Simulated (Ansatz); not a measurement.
Ge(Cl)2(OH)2 (Cl2GeH2O2), SMILES [OH][Ge]([OH])([Cl])[Cl].

Coordinates come from a r2SCAN-D4/def2-SVP optimisation. Other conformers were not sampled.

Two levels are set side by side: PBE/def2-SVPD (Ansatz, a program for electronic structure) and CAM-B3LYP/def2-SVPD (Ansatz). Energy differences of separate SCF runs at the same geometry; the states with an electron removed or added have multiplicity 2 and 2. Differences are taken from unrounded values.

```tsv
quantity	PBE
vertical ionisation energy (eV)	10.83
vertical singlet–triplet gap (eV)	5.43
```

Task: These are the PBE values. What does CAM-B3LYP give? (Estimate from the structure and the level; the computed values follow.)

Result: 
```tsv
quantity	CAM-B3LYP	PBE minus CAM-B3LYP
vertical ionisation energy (eV)	11.98	-1.15
vertical singlet–triplet gap (eV)	6.63	-1.20
```
